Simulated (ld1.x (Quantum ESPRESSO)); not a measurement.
## Logarithmic derivatives: iodine, ultrasoft

I (Z = 53), ultrasoft, made with ld1.x (Quantum ESPRESSO) 7.5 (LDA (PZ), scalar-relativistic). Core [Kr], reference 4d10 5s2 5p3 (charge +2). Waves: 5s (bound): rcut 1.50, rcutus 1.75 bohr; 5s channel at 2.1 Ry: rcut 1.50, rcutus 1.75 bohr; 5p (bound): rcut 1.80, rcutus 2.30 bohr; 5p channel at 2.05 Ry: rcut 1.80, rcutus 2.30 bohr; 4d (bound): rcut 1.50, rcutus 1.65 bohr; 4d channel at -4.75 Ry: rcut 1.50, rcutus 1.65 bohr. Local part: all-electron potential smoothed inside 1.75 bohr (lloc = -1). Core correction: Bessel-smoothed model core inside 1.00 bohr. Augmentation charge: PSQ, radius 1.50 bohr.

The phase is arctan(r·u′/u) with u = r·R(r), unwrapped; energies in Ry, scanned from -7 to 5 Ry. A pole is an energy at which the radial function vanishes at the test radius. The pseudo phase is shifted by a multiple of π to meet the all-electron one at the reference energy, and phase errors are pseudo minus all-electron; the curves can meet again beyond the range given. Levels narrower than the energy grid can be missing from the lists of poles.

| channel | radius (bohr) | reference energy (Ry) | poles, all-electron | poles, pseudo | unbroken range about the reference energy with phases within 0.05 rad | phase error 1 Ry above the reference energy (rad) |
| --- | --- | --- | --- | --- | --- | --- |
| s | 2.49 | -2.67 | -1.68 | -1.69 | below 3.0 | -0.000 |
| p | 2.49 | -1.82 | -0.26 | -0.26 | below 3.5 | -0.000 |
| d | 2.49 | -5.19 | -5.17, 2.20 | -5.17, 2.23 | the whole range | -0.000 |

Phases in the d channel:

| E (Ry) | all-electron | pseudo |
| --- | --- | --- |
| -7.00 | 1.396 | 1.396 |
| -6.74 | 1.391 | 1.391 |
| -6.48 | 1.385 | 1.385 |
| -6.22 | 1.378 | 1.378 |
| -5.96 | 1.369 | 1.369 |
| -5.70 | 1.356 | 1.356 |
| -5.44 | 1.323 | 1.323 |
| -5.18 | -1.503 | -1.503 |
| -4.92 | -1.746 | -1.746 |
| -4.66 | -1.771 | -1.771 |
| -4.40 | -1.786 | -1.786 |
| -4.14 | -1.800 | -1.800 |
| -3.88 | -1.813 | -1.813 |
| -3.62 | -1.827 | -1.828 |
| -3.36 | -1.844 | -1.844 |
| -3.10 | -1.863 | -1.863 |
| -2.84 | -1.885 | -1.885 |
| -2.58 | -1.912 | -1.912 |
| -2.32 | -1.946 | -1.946 |
| -2.06 | -1.990 | -1.990 |
| -1.80 | -2.048 | -2.049 |
| -1.54 | -2.131 | -2.132 |
| -1.28 | -2.256 | -2.257 |
| -1.02 | -2.458 | -2.458 |
| -0.76 | -2.798 | -2.798 |
| -0.50 | -3.301 | -3.300 |
| -0.24 | -3.791 | -3.789 |
| 0.02 | -4.114 | -4.112 |
| 0.28 | -4.306 | -4.304 |
| 0.54 | -4.426 | -4.425 |
| 0.80 | -4.508 | -4.506 |
| 1.06 | -4.567 | -4.565 |
| 1.32 | -4.612 | -4.610 |
| 1.58 | -4.647 | -4.646 |
| 1.84 | -4.677 | -4.675 |
| 2.10 | -4.703 | -4.701 |
| 2.36 | -4.726 | -4.724 |
| 2.62 | -4.747 | -4.745 |
| 2.88 | -4.768 | -4.764 |
| 3.14 | -4.788 | -4.784 |
| 3.40 | -4.808 | -4.803 |
| 3.66 | -4.829 | -4.823 |
| 3.92 | -4.851 | -4.844 |
| 4.18 | -4.877 | -4.868 |
| 4.44 | -4.905 | -4.894 |
| 4.70 | -4.940 | -4.925 |
| 4.96 | -4.984 | -4.963 |
